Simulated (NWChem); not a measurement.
Species: C$_{2}$H$_{5}$F cation, doublet; SMILES of the neutral closed-shell parent FCC

```xyz
8

C      0.2370    -1.1964     0.0000
C     -0.4492     0.0904     0.0000
F      0.2682     1.2032     0.0000
H     -0.4639    -2.0514     0.0000
H      0.9689    -1.2782    -0.8578
H      0.9689    -1.2782     0.8578
H     -1.3072     0.2075     0.7844
H     -1.3072     0.2075    -0.7844
```
Atoms are numbered in this order, from 1.

All runs: NWChem. Spin-unrestricted. In the optimisation the excess spin sits in a" (Cs, its own frame). The geometry was optimised at PBE-D3(BJ)/def2-SVP, spin-unrestricted. This spin state was assumed; another may lie lower. No stability test was run on the SCF state. Vertical excitations in the gas phase. Excited states of an open shell can be spin-contaminated.

**Question.** What does the run give for BHandHLYP/def2-SVP, TDA? Quantities: lowest excitation (eV); oscillator strength of that lowest state; lowest state with f > 0.02 (eV); oscillator strength of that bright state; lowest empty minus highest occupied level, either spin (eV).

**Answer.** 
```yaml
lowest excitation (eV): 2.18
oscillator_strength_of_that_lowest_state: 0.001
lowest state with f > 0.02 (eV): 3.24
oscillator_strength_of_that_bright_state: 0.107
lowest empty minus highest occupied level, either spin (eV): 5.75
```
